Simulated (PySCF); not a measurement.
Species: C5H10O2SSi.
SMILES with atom numbers: `[CH2:1]=[C:2]1[C@@H:3]([O:4][CH3:5])[CH2:6][S:7][Si@@H:8]1[OH:9]`

Cartesian coordinates in Å at the GFN2-xTB level; atoms count from 1:
```xyz
19
C5H10O2SSi angstrom
C      0.826   -0.176    1.859
C      0.547   -0.064    0.571
C     -0.582   -0.784   -0.114
O     -1.513    0.167   -0.608
C     -2.251    0.814    0.395
C     -0.038   -1.535   -1.324
S      1.162   -0.529   -2.275
Si     1.398    0.969   -0.752
O      2.942    1.373   -0.473
H      0.264   -0.823    2.518
H      1.635    0.377    2.306
H     -1.093   -1.495    0.557
H     -2.918    1.506   -0.115
H     -2.844    0.093    0.972
H     -1.602    1.368    1.082
H     -0.849   -1.788   -2.004
H      0.476   -2.442   -1.009
H      0.774    2.239   -1.068
H      3.654    0.739   -0.528
```

Definitions: NICS(0) = −σiso at the ring centroid; NICS(1) = −σiso and NICS(1)zz = −σzz at ±1 Å along the ring normal z. Level: GIAO PBE0/pcSseg-1 (PySCF, non-relativistic, gas phase) on the GFN2-xTB geometry, one conformer.

Ring bond lengths (Å), with Mayer bond orders in brackets: C2–C3 1.504 (0.97), C3–C6 1.525 (1.02), C6–S7 1.832 (0.97), S7–Si8 2.148 (0.95), Si8–C2 1.882 (0.79).

Task: Give the NICS values of each ring in ppm.

Result: 
```
           ring                                                    type  NICS(0)  NICS(1), two faces  NICS(1)zz, two faces  rms pucker (Å)  centre to ring atoms, mean (Å)
C2–C3–C6–S7–Si8  5-membered ring with S and Si; formal bonds all single     -4.5         -3.8 / -4.0           -1.8 / -1.4            0.21                            1.47
```

Task: What do they say, and how far can they be read as aromaticity?

Result: 
- C2–C3–C6–S7–Si8: mean NICS(1)zz -1.6 ppm, near zero. C3, C6, Si8 have four or more neighbours, so the value isn't read as a sign of a π ring current.

Task: At the second NICS(1) probe listed for ring C2–C3–C6–S7–Si8, 1 Å off the ring, how large is the induced field along the normal in 11.7 T applied along it?

Result: NICSzz × B0 = -1.4 ppm × 11.7 T = -16 μT, against the applied field.

Task: List the ring angles and the Hirshfeld charges of the ring atoms.

Result: 
- C2–C3–C6–S7–Si8: C2 106.3° (-0.103 e), C3 109.2° (+0.037 e), C6 112.0° (-0.076 e), S7 95.0° (-0.122 e), Si8 93.8° (+0.374 e); sum 516.4° against 540° for a flat convex ring.
